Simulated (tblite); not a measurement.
Species: C5H11BS2Si.
Atom-mapped SMILES: `[CH3:1][S@@+:2]([SiH3:3])[BH2-:4][c:5]1[cH:6][cH:7][cH:8][s:9]1` (hydrogens: H10, H11, H12 on C1; H13, H14, H15 on Si3; H16, H17 on B4; H18 on C6; H19 on C7; H20 on C8)
Bond orders are those of one Lewis drawing.

Computed with GFN2-xTB (tblite), gas phase: L-BFGS steps from a force-field or distance-geometry start until the largest atomic force falls under 0.01 eV/Å.

Step 7: E = -701.2363 eV
```
atom  x, y, z in Å  |  force x, y, z in eV/Å
C1     -1.9047   -1.5085    0.4959   -0.033  -0.047   0.062
S2     -2.0113   -0.0592   -0.6143    0.041  -0.033  -0.081
Si3    -1.8782    1.7107    0.6801    0.014   0.067   0.077
B4     -0.3127   -0.0823   -1.7745   -0.088  -0.015   0.038
C5      0.9317   -0.2261   -0.8199   -0.003   0.163   0.005
C6      1.6522    0.7695   -0.2206   -0.008  -0.006   0.008
C7      2.7738    0.3248    0.5141   -0.022   0.023   0.020
C8      2.9070   -1.0247    0.4739    0.028   0.034   0.060
S9      1.6658   -1.7602   -0.4608   -0.016  -0.092   0.020
H10    -2.8312   -1.5532    1.0622    0.076  -0.012   0.034
H11    -1.0445   -1.4755    1.1615   -0.037   0.176  -0.126
H12    -1.8235   -2.3877   -0.1413   -0.004   0.139  -0.005
H13    -1.8186    2.8351   -0.2483    0.008  -0.159   0.033
H14    -3.1501    1.6822    1.4065    0.104  -0.048  -0.021
H15    -0.7279    1.6297    1.5766   -0.065  -0.091  -0.066
H16    -0.3980    0.9900   -2.2767   -0.013  -0.056  -0.038
H17    -0.5244   -1.0100   -2.4775    0.008   0.034  -0.002
H18     1.3872    1.8101   -0.3188    0.007  -0.001  -0.003
H19     3.4468    0.9811    1.0415   -0.024  -0.036  -0.022
H20     3.6554   -1.6352    0.9371    0.024  -0.038   0.005
```

Step 8: E = -701.2414 eV
```
atom  x, y, z in Å  |  force x, y, z in eV/Å
C1     -1.9080   -1.5031    0.4953    0.000  -0.036   0.040
S2     -2.0148   -0.0544   -0.6148    0.016  -0.106  -0.125
Si3    -1.8762    1.7062    0.6802    0.001   0.123   0.112
B4     -0.3167   -0.0835   -1.7778   -0.039   0.006   0.077
C5      0.9294   -0.2228   -0.8217    0.023   0.058   0.038
C6      1.6505    0.7682   -0.2184    0.031   0.079   0.017
C7      2.7737    0.3272    0.5179   -0.017  -0.049   0.000
C8      2.9095   -1.0224    0.4783   -0.044   0.004   0.007
S9      1.6653   -1.7577   -0.4576   -0.004  -0.080   0.023
H10    -2.8286   -1.5566    1.0686    0.038   0.015   0.026
H11    -1.0448   -1.4644    1.1537    0.008   0.166  -0.073
H12    -1.8221   -2.3803   -0.1417   -0.014   0.097  -0.032
H13    -1.8180    2.8279   -0.2516    0.011  -0.151   0.044
H14    -3.1484    1.6773    1.4075    0.116  -0.042  -0.024
H15    -0.7264    1.6223    1.5771   -0.064  -0.086  -0.068
H16    -0.4011    0.9895   -2.2784   -0.017  -0.060  -0.050
H17    -0.5246   -1.0125   -2.4800   -0.001   0.043   0.008
H18     1.3887    1.8088   -0.3195   -0.003   0.029   0.004
H19     3.4509    0.9809    1.0433   -0.051  -0.014  -0.028
H20     3.6565   -1.6399    0.9364    0.009   0.006   0.005
```

Step 9: E = -701.2463 eV
```
atom  x, y, z in Å  |  force x, y, z in eV/Å
C1     -1.9113   -1.4981    0.4952    0.029   0.007  -0.002
S2     -2.0179   -0.0516   -0.6175   -0.018  -0.117  -0.122
Si3    -1.8742    1.7037    0.6822   -0.010   0.088   0.082
B4     -0.3213   -0.0846   -1.7794    0.012   0.016   0.098
C5      0.9273   -0.2191   -0.8228    0.067  -0.022   0.088
C6      1.6493    0.7688   -0.2159    0.052   0.045   0.008
C7      2.7735    0.3286    0.5219   -0.030  -0.055  -0.028
C8      2.9110   -1.0203    0.4828   -0.086  -0.071  -0.032
S9      1.6647   -1.7562   -0.4539   -0.009  -0.032   0.018
H10    -2.8254   -1.5598    1.0756   -0.003   0.041   0.021
H11    -1.0446   -1.4501    1.1446    0.062   0.143  -0.011
H12    -1.8211   -2.3715   -0.1429   -0.018   0.026  -0.057
H13    -1.8172    2.8180   -0.2541    0.016  -0.097   0.025
H14    -3.1446    1.6717    1.4081    0.083  -0.036  -0.001
H15    -0.7259    1.6132    1.5763   -0.027  -0.082  -0.041
H16    -0.4045    0.9879   -2.2811   -0.021  -0.055  -0.055
H17    -0.5249   -1.0143   -2.4823   -0.007   0.046   0.021
H18     1.3901    1.8081   -0.3201   -0.014   0.090   0.009
H19     3.4541    0.9805    1.0445   -0.061   0.008  -0.022
H20     3.6577   -1.6442    0.9358   -0.018   0.056   0.000
```

Step 10: E = -701.2504 eV
```
atom  x, y, z in Å  |  force x, y, z in eV/Å
C1     -1.9137   -1.4934    0.4950    0.052   0.040  -0.034
S2     -2.0208   -0.0511   -0.6220   -0.048  -0.069  -0.080
Si3    -1.8726    1.7026    0.6851   -0.011  -0.008   0.009
B4     -0.3253   -0.0853   -1.7788    0.054   0.017   0.100
C5      0.9267   -0.2161   -0.8222    0.051  -0.090   0.092
C6      1.6492    0.7699   -0.2136    0.044   0.059  -0.005
C7      2.7728    0.3289    0.5248   -0.010  -0.064  -0.032
C8      2.9110   -1.0199    0.4864   -0.105  -0.083  -0.052
S9      1.6637   -1.7556   -0.4504   -0.027   0.005   0.005
H10    -2.8226   -1.5617    1.0821   -0.019   0.062   0.007
H11    -1.0433   -1.4347    1.1364    0.091   0.110   0.028
H12    -1.8204   -2.3633   -0.1451   -0.015  -0.033  -0.057
H13    -1.8162    2.8076   -0.2560    0.021  -0.021  -0.011
H14    -3.1399    1.6660    1.4088    0.021  -0.030   0.037
H15    -0.7259    1.6036    1.5749    0.025  -0.078  -0.001
H16    -0.4079    0.9853   -2.2846   -0.021  -0.047  -0.048
H17    -0.5251   -1.0147   -2.4839   -0.004   0.044   0.037
H18     1.3911    1.8093   -0.3205   -0.008   0.089   0.019
H19     3.4555    0.9802    1.0451   -0.064   0.017  -0.015
H20     3.6584   -1.6469    0.9353   -0.029   0.079   0.004
```

Question: Estimate the geometry and energy of step 11. (The exact step hangs on the optimiser's Hessian estimate; all steps are aligned on step 10, rigid shifts and turns removed.)

Answer: E = -701.2541 eV, largest force 0.121 eV/Å
```
atom  x, y, z in Å  |  force x, y, z in eV/Å
C1     -1.9147   -1.4890    0.4945    0.061   0.047  -0.044
S2     -2.0241   -0.0518   -0.6275   -0.066  -0.001  -0.029
Si3    -1.8715    1.7015    0.6878   -0.003  -0.103  -0.064
B4     -0.3276   -0.0858   -1.7763    0.071   0.011   0.074
C5      0.9269   -0.2147   -0.8200    0.018  -0.080   0.080
C6      1.6498    0.7720   -0.2119    0.026   0.018  -0.016
C7      2.7722    0.3280    0.5268   -0.009  -0.032  -0.041
C8      2.9092   -1.0209    0.4886   -0.081  -0.071  -0.044
S9      1.6622   -1.7555   -0.4475   -0.051   0.016  -0.011
H10    -2.8202   -1.5621    1.0877   -0.001   0.078  -0.019
H11    -1.0406   -1.4192    1.1297    0.084   0.071   0.035
H12    -1.8202   -2.3567   -0.1479   -0.006  -0.061  -0.030
H13    -1.8148    2.7982   -0.2578    0.025   0.045  -0.041
H14    -3.1354    1.6606    1.4102   -0.035  -0.025   0.070
H15    -0.7255    1.5937    1.5737    0.062  -0.075   0.026
H16    -0.4111    0.9821   -2.2885   -0.012  -0.039  -0.029
H17    -0.5254   -1.0142   -2.4844    0.003   0.037   0.054
H18     1.3919    1.8119   -0.3204    0.003   0.067   0.025
H19     3.4554    0.9801    1.0452   -0.053   0.014  -0.005
H20     3.6584   -1.6476    0.9349   -0.035   0.081   0.009
```

The energy changes by -0.0036 eV. The first-order estimate −F·Δx gives -0.0050 eV and the mean of the old and new forces, exact on a quadratic surface, -0.0036 eV. The step makes an angle of 63° with the force vector and moves no atom by more than 0.017 Å.

The cost below is that of the whole relaxation. Hardware: Arm Neoverse V1, one thread, no GPU, shared host with 32 logical CPUs at a one-minute load of 7.7. Cost: 1.9 s of wall time.
